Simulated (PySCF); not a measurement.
Species: `C#Cc1pcc(C)cc1C`. The columns A, B, C and D hold Mulliken, IAO, Hirshfeld and ESP-fitted charges (e) of one PBE0/pcSseg-1 density (PySCF), in a shuffled order. Coordinates in Å (GFN2-xTB); the density's dipole moment is (0.74, -1.27, -1.87) D.

| atom | x | y | z | A | B | C | D |
| --- | --- | --- | --- | --- | --- | --- | --- |
| C1 | -3.326 | 1.826 | 1.140 | -0.106 | -0.241 | -0.387 | -0.448 |
| C2 | -2.243 | 1.332 | 0.973 | -0.048 | -0.025 | +0.408 | +0.050 |
| C3 | -0.966 | 0.756 | 0.787 | -0.060 | -0.250 | -0.544 | +0.107 |
| P4 | 0.166 | 0.968 | 2.105 | +0.103 | +0.402 | +0.560 | -0.137 |
| C5 | 1.540 | 0.137 | 1.462 | -0.117 | -0.397 | -0.350 | -0.146 |
| C6 | 1.615 | -0.490 | 0.233 | +0.018 | +0.041 | -0.269 | +0.137 |
| C7 | 2.885 | -1.188 | -0.160 | -0.113 | -0.425 | -0.130 | -0.530 |
| C8 | 0.537 | -0.512 | -0.648 | -0.051 | -0.161 | +0.004 | -0.218 |
| C9 | -0.694 | 0.074 | -0.403 | +0.023 | +0.048 | -0.200 | +0.091 |
| C10 | -1.777 | -0.017 | -1.438 | -0.117 | -0.425 | -0.105 | -0.469 |
| H11 | -4.270 | 2.257 | 1.288 | +0.092 | +0.203 | +0.041 | +0.309 |
| H12 | 2.416 | 0.117 | 2.099 | +0.043 | +0.158 | +0.110 | +0.163 |
| H13 | 2.821 | -2.245 | 0.103 | +0.050 | +0.159 | +0.142 | +0.164 |
| H14 | 3.052 | -1.117 | -1.233 | +0.048 | +0.150 | +0.125 | +0.162 |
| H15 | 3.741 | -0.763 | 0.360 | +0.049 | +0.151 | +0.122 | +0.152 |
| H16 | 0.672 | -1.023 | -1.593 | +0.048 | +0.144 | +0.070 | +0.168 |
| H17 | -1.434 | -0.564 | -2.313 | +0.046 | +0.144 | +0.112 | +0.139 |
| H18 | -2.652 | -0.521 | -1.027 | +0.046 | +0.162 | +0.144 | +0.153 |
| H19 | -2.092 | 0.980 | -1.744 | +0.046 | +0.162 | +0.145 | +0.153 |

Problem. Which column most likely holds the ESP-fitted charges?

Solution. D. Σ q r misses the density's dipole by 0.02 D (D), 1.61 D (A), 1.90 D (C), 2.15 D (B). Charges fitted to the outside potential are the only set here that is tied to the molecule's multipoles.

Problem. And the Hirshfeld charges?

Solution. A. The mean sizes are 0.064 e (A), 0.203 e (B), 0.205 e (D), 0.209 e (C), and Hirshfeld charges are commonly the smallest of these schemes.

As computed, A = Hirshfeld, B = IAO, C = Mulliken, D = ESP-fitted. Hydrogens on carbon: Hirshfeld +0.04 to +0.09, IAO +0.14 to +0.20, Mulliken +0.04 to +0.14, ESP-fitted +0.14 to +0.31 e.

The IAO scheme counts the electrons in orthogonalised intrinsic atomic orbitals, a minimal basis polarised so that it spans the occupied orbitals exactly. The Hirshfeld scheme weights the molecular density at each point by an atom's share of the summed free-atom densities.

Isolated species at its GFN2-xTB geometry, gas phase.
